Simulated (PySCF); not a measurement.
## Hg⁷⁸⁺ (mercury, charge +78): Hartree-Fock from Schrödinger to Dirac-Coulomb-Breit

Occupied: 1s1/2. Hartree-Fock calculated with PySCF 2.14 in an uncontracted even-tempered set (15 s from 23 bohr⁻², ratio 2.7; 13 p from 28 bohr⁻², ratio 2.7), Gaussian nucleus throughout. NR is non-relativistic, sf-X2C the spin-free one-electron X2C Hamiltonian, X2C adds the bare one-electron spin-orbit term, X2C-SNSO screens it by Boettger's factors, DC is four-component Dirac-Coulomb, and the Gaunt and Breit terms are added at first order (total energies over the DC spinors, levels after relaxing the spinors in that mean field). QED terms are absent. Levels marked empty are virtual spinors of this ion.

| Hamiltonian | E (hartree) | E − E(DC) (hartree) | CPU seconds |
| --- | --- | --- | --- |
| NR | -6349.4985 | 652.9206 | 0.18 |
| sf-X2C | -6998.4951 | 3.9240 | 0.1 |
| X2C | -6998.4951 | 3.9240 | 0.1 |
| X2C-SNSO | -6998.4951 | 3.9240 | 0.1 |
| DC | -7002.4191 | 0.0000 | 2 |
| DC+Gaunt | -6994.8410 | 7.5781 | 3.2 |
| DC+Breit | -6994.8410 | 7.5781 | 32 |

| level (eV) | NR | sf-X2C | X2C | X2C-SNSO | DC | DC+Gaunt | DC+Breit |
| --- | --- | --- | --- | --- | --- | --- | --- |
| 1s1/2 | -85712.1 | -94381.2 | -94381.2 | -94381.2 | -94487.2 | -94282.4 | -94282.4 |
| 2s1/2 (empty) | -20907.1 | -23577.8 | -23577.8 | -23577.8 | -23590.5 | -23566.8 | -23569.7 |
| 2p1/2 (empty) | -20757.7 | -21786.1 | -23394.7 | -23370.0 | -23365.6 | -23316.1 | -23322.8 |
| 2p3/2 (empty) | -20757.7 | -21786.1 | -21174.6 | -21181.7 | -21189.4 | -21166.4 | -21173.1 |
| 3s1/2 (empty) | -9228.8 | -10165.6 | -10165.6 | -10165.6 | -10169.3 | -10162.6 | -10163.5 |

```tsv
interval (eV)	X2C	X2C-SNSO	DC	DC+Gaunt	DC+Breit
2p3/2 − 2p1/2	2220	2188	2176	2150	2150
```

Weight of the small component: 1s1/2 0.0931, 2s1/2 0.0231, 2p1/2 0.0231, 2p3/2 0.0209, 3s1/2 0.0101.

Koopmans' value for the highest occupied level at DC+Breit: 94282.4 eV, against an ionisation energy of 94124.7 ± 0.3 eV (theoretical estimate listed by NIST; NIST Atomic Spectra Database, ionization energies); the former lacks relaxation, correlation, QED and recoil.

The whole ladder took 38 s of wall time on 1 thread of Intel(R) Xeon(R) Platinum 8488C (shared host), launched as `OMP_NUM_THREADS=1 python relrun2.py TASK.json OUT` (a driver that calls PySCF for each Hamiltonian).
